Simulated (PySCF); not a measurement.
Delta-SCF ions had no search for a lower state. 

Z-matrix (Å, degrees):
```
Al
H 1 1.5804
H 1 1.5804 2 120.00
H 1 1.5804 2 120.00 3 -179.98
```
Charge 0, spin multiplicity 1.

### Question
Predict the HOMO–LUMO gap, vertical ionisation energy (Delta-SCF), LUMO, HOMO, dipole moment and total energy from TPSSh-D3(BJ)/def2-TZVP // B3LYP-D3(BJ)/def2-TZVP (PySCF).

### Answer

| Item | Value |
|---|---|
| HOMO–LUMO gap | 6.04 eV |
| vertical ionisation energy (Delta-SCF) | 11.12 eV |
| LUMO | -2.01 eV |
| HOMO | -8.05 eV |
| dipole moment | 0.00 D |
| total energy | -244.2258 Ha |
